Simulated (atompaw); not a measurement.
# Logarithmic derivatives: Cu (Z = 29), PAW (atompaw)

Cu, PAW, made with atompaw 4.2.0.5 (PBE, scalar-relativistic). Core [Ar], reference 3d10 4s1 4p0. Waves: 4s (bound): rc 3.00 bohr; 4s channel at 0.05 Ry: rc 3.00 bohr; 4p (bound, empty): rc 3.00 bohr; 4p channel at 0.75 Ry: rc 3.00 bohr; 3d (bound): rc 1.40 bohr; 3d channel at -0.05 Ry: rc 1.40 bohr. Local part: vpsmatchnc scheme with l = 3 at -0.5 Ry, radius 2.85 bohr. Core correction: smooth core density matched at 2.75 bohr. Augmentation charge: besselshape compensation charge, radius 2.80 bohr; PAW radius 3.00 bohr; waves and projectors: custom rrkj vanderbiltortho.

The phase is arctan(r·u′/u) with u = r·R(r), unwrapped; energies in Ry, scanned from -2 to 5 Ry. A pole is an energy at which the radial function vanishes at the test radius. The pseudo phase is shifted by a multiple of π to meet the all-electron one at the reference energy, and phase errors are pseudo minus all-electron; the curves can meet again beyond the range given. Levels narrower than the energy grid can be missing from the lists of poles.

```json
{"channel": "s", "radius (bohr)": "3.02", "reference energy (Ry)": "-0.34", "poles, all-electron": "0.52", "poles, pseudo": "0.52, 3.01", "unbroken range about the reference energy with phases within 0.05 rad": "below 1.9", "phase error 1 Ry above the reference energy (rad)": "-0.000"}
{"channel": "p", "radius (bohr)": "3.02", "reference energy (Ry)": "-0.05", "poles, all-electron": "1.37", "poles, pseudo": "1.36", "unbroken range about the reference energy with phases within 0.05 rad": "below 3.0", "phase error 1 Ry above the reference energy (rad)": "-0.000"}
{"channel": "d", "radius (bohr)": "3.02", "reference energy (Ry)": "-0.37", "poles, all-electron": "-0.32, 2.95", "poles, pseudo": "-0.32, 3.01", "unbroken range about the reference energy with phases within 0.05 rad": "below 4.4", "phase error 1 Ry above the reference energy (rad)": "+0.000"}
```

Phases in the p channel:

```csv
E (Ry),all-electron,pseudo
-2.00,1.319,1.319
-1.76,1.300,1.300
-1.52,1.276,1.276
-1.28,1.244,1.244
-1.04,1.200,1.200
-0.80,1.136,1.136
-0.56,1.032,1.032
-0.32,0.837,0.837
-0.08,0.399,0.399
0.16,-0.430,-0.430
0.40,-1.031,-1.031
0.64,-1.295,-1.295
0.88,-1.429,-1.429
1.12,-1.511,-1.511
1.36,-1.570,-1.570
1.60,-1.617,-1.617
1.84,-1.658,-1.659
2.08,-1.699,-1.702
2.32,-1.744,-1.749
2.56,-1.797,-1.809
2.80,-1.867,-1.894
3.04,-1.972,-2.040
3.28,-2.155,-2.357
3.52,-2.532,-3.151
3.76,-3.263,-3.985
4.00,-3.915,-4.324
4.24,-4.227,-4.475
4.48,-4.382,-4.561
4.72,-4.472,-4.619
4.96,-4.531,-4.662
```
